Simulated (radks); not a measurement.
Spherical quantum dot in the effective-mass picture: electrons in a parabolic well V = omega^2 r^2 / 2 with omega = 1.26, with a point charge +1 (a donor) at the centre, all in effective atomic units (hartree* = m*/eps^2 hartree, bohr* = eps/m* bohr), one dielectric constant everywhere. Method: non-relativistic Kohn-Sham, PBE, spin-polarised, spherical densities; computed with a radial shooting solver with Libxc functionals. Levels are named by radial order and angular momentum (1s, 1p, 1d, 2s, ...), and open shells are averaged over m. Each electron was tried in the lowest free levels, single moves between levels near the top were tried too, and the lowest total energy was kept; such a search can miss a lower state. At N = 1 the Hartree and exchange-correlation terms need not cancel, so that row can carry a self-interaction error.

N	open shells	2S	E (hartree*)	mu = E(N) - E(N-1) (hartree*)	addition energy mu(N+1) - mu(N) (hartree*)
1	1s(up 1, down 0)	1	0.448993	0.44899	1.038
2	none	0	1.93642	1.4874	2.195
3	1p(up 1, down 0)	1	5.61911	3.6827	0.5495
4	1p(up 2, down 0)	2	9.85133	4.2322	0.5613
5	1p(up 3, down 0)	3	14.6448	4.7935	0.7277
6	1p(up 3, down 1)	2	20.1660	5.5212	0.4993
7	1p(up 3, down 2)	1	26.1865	6.0205	0.5092
8	none	0	32.7161	6.5296	1.286
9	2s(up 1, down 0)	1	40.5317	7.8156	0.5292
10	none	0	48.8766	8.3448	0.5541
11	1d(up 1, down 0)	1	57.7755	8.8989	0.4301
12	1d(up 2, down 0)	2	67.1045	9.3290	0.4280
13	1d(up 3, down 0)	3	76.8615	9.7570	0.4247
14	1d(up 4, down 0)	4	87.0433	10.182	0.4209
15	1d(up 5, down 0)	5	97.6461	10.603	0.5295
16	1d(up 5, down 1)	4	108.778	11.132	0.3989
17	1d(up 5, down 2)	3	120.310	11.531	0.3978
18	1d(up 5, down 3)	2	132.239	11.929	0.3957
19	1d(up 5, down 4)	1	144.563	12.325	0.3929
20	none	0	157.281	12.718	1.159
21	1f(up 1, down 0)	1	171.158	13.877	0.3613
22	1f(up 2, down 0)	2	185.396	14.238	0.3598
23	1f(up 3, down 0)	3	199.995	14.598	0.3579
24	1f(up 4, down 0)	4	214.951	14.956	0.3559
25	1f(up 5, down 0)	5	230.263	15.312	0.3538
26	1f(up 6, down 0)	6	245.928	15.666	0.3516
27	1f(up 7, down 0)	7	261.946	16.017	0.4464
28	1f(up 7, down 1)	6	278.410	16.464	-

All shells are closed at N = 2, 8, 10, 20 (there: 1s2 1p6 1d10 2s2); the second difference of the energy has clear peaks (12 % above both neighbours; the first and last values, which can be the largest, are not judged, and half-filled shells can peak too) at N = 2, 5, 8, 15, 20.
